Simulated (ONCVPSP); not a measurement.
## What the settings do to the ONCV potential of Cl

Base potential:

```
Element                 : chlorine (Cl)
Generator               : ONCVPSP 4.0.1
Type                    : optimised norm-conserving Vanderbilt (ONCV)
Functional              : PBE
Relativity              : scalar-relativistic
Frozen core             : [Ne]
Valence charge          : 7
Reference configuration : 3s1.75 3p5.25
Partial waves           : 3s: rc 1.35 bohr, ncon 3, nbas 7, qcut 3.8 1/bohr, 2 projectors, debl 0.9 Ha; 3p: rc 1.50 bohr, ncon 4, nbas 7, qcut 4.6 1/bohr, 2 projectors, debl 3.4 Ha
Local potential         : polynomial inside 0.95 bohr (lpopt 1, dvloc0 -1 Ha)
Core correction         : none
```

All-electron outer shells of the reference configuration (PBE, scalar-relativistic, ld1.x):

| shell | level (eV) | outermost node (bohr) | outermost maximum (bohr) |
| --- | --- | --- | --- |
| 2s | -253.05 | 0.12 | 0.36 |
| 2p | -191.97 | – | 0.30 |
| 3s | -20.86 | 0.55 | 1.27 |
| 3p | -8.73 | 0.53 | 1.43 |

Cutoffs, loose and tight: the cutoffs (Ha) at which the residual kinetic energy of the hardest occupied pseudo-wave falls to 1 and 0.1 mHa per electron. They do not see the model core or the augmentation charge, which bear on the density cutoff. Test errors are all-electron minus pseudo excitation energies from the reference, over the configurations 3s2 3p5; 3s2 3p4; 3s2 3p3; 3s1 3p5. A dash means not determined; rows that change the core or the reference have their own tests.

| change | outcome | cutoff, loose | cutoff, tight | bound ghosts | GHOST(+) flags above zero | largest test error (meV) |
| --- | --- | --- | --- | --- | --- | --- |
| base | generated | 67 Ha | 109 Ha | none | s | +16 |
| s: debl 5.75 | generated | 67 Ha | 109 Ha | none | s | +16 |

(1) What comes out with this change to the base: s: nbas 6?

(2) What comes out with this change to the base: all radii scaled by about 0.88 (s 1.18, p 1.32 bohr); local potential polynomial inside 0.84 bohr (lpopt 1, dvloc0 -1 Ha)?

(3) What comes out with this change to the base: reference 3s2 3p5?

Results:

(1) outcome: generated; cutoff, loose: 46 Ha; cutoff, tight: 78 Ha; bound ghosts: none; GHOST(+) flags above zero: s; largest test error (meV): +14.

(2) outcome: generated; cutoff, loose: 86 Ha; cutoff, tight: 136 Ha; bound ghosts: none; GHOST(+) flags above zero: s; largest test error (meV): +11.

(3) outcome: generated; cutoff, loose: 67 Ha; cutoff, tight: 109 Ha; bound ghosts: none; GHOST(+) flags above zero: s; largest test error (meV): +171.
